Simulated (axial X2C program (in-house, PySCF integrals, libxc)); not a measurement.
# SrSi⁻: bond constants with and without spin–orbit coupling

Calculated with an in-house all-electron X2C program for linear molecules (integrals from PySCF). Spin-free means the one-electron spin-free X2C Hamiltonian; two-component (2c) means X2C with spin–orbit coupling and atomic mean-field two-electron Coulomb and Gaunt terms, so the difference of the two also holds small scalar two-electron terms. Basis: Sr dyall-acv3z [14s13p9d6f1g], Si dyall-av3z [9s8p3d2f] (cores contracted in-house); Gaussian nuclei, density fitting, unrestricted open shells. Masses: Sr 87.906 u, Si 27.977 u.

Input file and command:
```json
{"zs": [38, 14], "q": -1, "bas": ["dyall-acv3z", "dyall-av3z"], "levels": ["PBE0", "HF", "PBE50"], "cc": true, "r0": 3.01, "thr": -2.0, "nmax": 90, "npts": 10, "nst": 2, "ntry": 6}
```
```bash
python so2c.py task.json out
```

Keys: zs atomic numbers; q charge; bas basis sets; levels methods; cc coupled cluster on or off; r0 starting distance in Å; thr threshold in hartree for freezing inner shells (an s shell follows its p shell); nmax most natural virtual spinors; npts points on the curve; nst determinants followed; ntry starts of the search. HF also brings MP2.

State, spin-free: M_S = 3/2, Λ = 0 (beyond evenly filled blocks: σα, π+α, π-α); electrons by block: σα: 14, σβ: 13, π+α: 6, π+β: 5, π-α: 6, π-β: 5, δ+α: 1, δ+β: 1, δ-α: 1, δ-β: 1. Fragments: Sr + Si-.

State, 2c: Ω = 3/2 (⟨Sz⟩ = 1.50, ⟨Lz⟩ = 0.00 at PBE0); electrons by block: 1/2: 19, -1/2: 19, 3/2: 7, -3/2: 6, 5/2: 1, -5/2: 1. Fragments: Sr + Si-.

```csv
Hamiltonian,level,Re (Å),ωe (cm⁻¹),ωexe (cm⁻¹),Be (cm⁻¹),αe (cm⁻¹),De (eV),k (mdyn/Å),μ (D)
2c,PBE0,3.083,178.7,0.995,0.08356,0.000583,1.29,0.399,-1.48
2c,HF,3.265,150.0,n/a,0.07452,0.000515,0.987,0.281,0.11
2c,MP2,3.153,186.4,n/a,0.07991,n/a,1.09,0.435,n/a
2c,CCSD,3.171,170.6,1.27,0.079,0.000609,1.17,0.364,n/a
2c,CCSD(T),3.156,173.4,1.27,0.07976,0.000599,1.15,0.376,n/a
2c,PBE50,3.101,176.9,0.944,0.0826,0.000563,1.29,0.391,-0.86
```

Spin-free values that have a 2c row agree with it to the digits that matter (0.001 Å, 0.01 eV) and are not repeated.

Correlated methods: 15 electrons correlated (number of frozen shells: Sr 3 s, 2 p, 1 d; Si 2 s, 1 p), 297 virtual spin orbitals or spinors in MP2, 90 natural virtuals in coupled cluster.

Dipoles are positive if Si is the positive end and refer to the centre of mass.

One determinant describes the state; a PBE0 search over occupations chose it and may have missed a lower one. De is counted from the lowest determinant-based energies of the atoms at the same level, without counterpoise correction. Density functionals use the spin component along the axis (collinear). CCSD and (T) use frozen natural virtuals with an MP2 correction for the truncation; (T) itself is uncorrected, so its De runs slightly low. Other states lie close and PBE0, whose exact exchange favours high spin, may order them wrongly; the determinant shown need not be the ground state. The nearest other 2c determinant of the search, Ω = 1/2, lies 0.28 eV up at the distance of the search. Without a current term, density functionals place determinants with orbital angular momentum somewhat too high. With several unpaired electrons one determinant need not be a pure state. The highest occupied level of some functionals is positive through self-interaction error; at Hartree–Fock it is bound. This is the top spin component of a Σ state; components of lower Ω are not single determinants and can lie lower. Hartree–Fock gets electron affinities wrong, so its lowest charge split need not be the true one.

Rough cost a point (2c) on 1 thread(s) of a shared host, integrals apart: PBE0 1.2 s, HF 1.1 s, CCSD(T) 9 s, PBE50 1.2 s.

The whole task took 4.6 min on 1 thread of Arm Neoverse V1 (shared host).
